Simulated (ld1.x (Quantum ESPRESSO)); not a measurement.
Before and after: ultrasoft potential for tantalum (Ta)

tantalum, ultrasoft, made with ld1.x (Quantum ESPRESSO) 7.5 (PBE, scalar-relativistic). Core [Xe] 4f14, reference 5d3 6s0.5 6p0 (charge +1.5). Waves: 6s (bound): rcut 2.10, rcutus 2.65 bohr; 6s channel at 1 Ry: rcut 2.10, rcutus 2.65 bohr; 6p (bound, empty): rcut 3.15, rcutus 3.90 bohr; 6p channel at -0.4 Ry: rcut 3.15, rcutus 3.90 bohr; 5d (bound): rcut 1.55, rcutus 1.75 bohr; 5d channel at -0.7 Ry: rcut 1.55, rcutus 1.75 bohr. Local part: all-electron potential smoothed inside 3.35 bohr (lloc = -1). Core correction: Bessel-smoothed model core, default radius (core density twice the valence density). Augmentation charge: PSQ, inside the norm-conserving radii.

Change: core correction Bessel-smoothed model core inside 1.90 bohr.

Cutoffs: the cutoffs (Ry, on a coarse ladder) from which the occupation-weighted sum of valence levels, in a spherical-Bessel basis at the reference potential, stays within 10 and 1 mRy of its value at 400 Ry; they do not see the model core or the augmentation charge, which bear on the density cutoff. Errors are all-electron minus pseudo energies relative to the spin-unpolarised reference configuration.

How do hardness, ghosts and transferability respond?

The potential gets neither clearly harder nor softer (30 Ry and 40 Ry → 30 Ry and 40 Ry); the errors of the 7 common tests hardly move; neither file shows a bound ghost. The default core radius of the base comes out at 1.75 bohr. A wider model core is smoother and lowers the density cutoff, which this test does not measure.

| quantity | base | changed |
| --- | --- | --- |
| cutoff, loose | 30 Ry | 30 Ry |
| cutoff, tight | 40 Ry | 40 Ry |
| bound ghosts | none | none |
| error for 5d3 6s2 6p0, meV [ΔE -15.10 eV] | -8.5 | -7.6 |
| error for 5d3 6s1 6p0, meV [ΔE -6.63 eV] | -0.8 | -0.6 |
| error for 5d3 6s0 6p0, meV [ΔE 8.34 eV] | -8.0 | -7.8 |
| error for 5d2 6s2 6p0, meV [ΔE -7.42 eV] | -32 | -30 |
| error for 5d3 6s0 6p1, meV [ΔE -1.56 eV] | -4.1 | -4.0 |
| error for 5d1 6s0 6p0, meV [ΔE 66.98 eV] | -940 | -933 |
| error for 5d2 6s2 6p1, meV [ΔE -12.12 eV] | -47 | -45 |
| s: phases at 4.22 bohr within 0.05 rad from the reference energy up to (Ry; the scan ends near 5) | 3.5 | 3.5 |
| p: phases at 4.22 bohr within 0.05 rad from the reference energy up to (Ry; the scan ends near 5) | 0.9 | 0.9 |
| d: phases at 4.22 bohr within 0.05 rad from the reference energy up to (Ry; the scan ends near 5) | 2.6 | 2.6 |
| lowest overlap eigenvalue by channel | s 0.55, p 0.55, d 0.95 | s 0.55, p 0.55, d 0.95 |
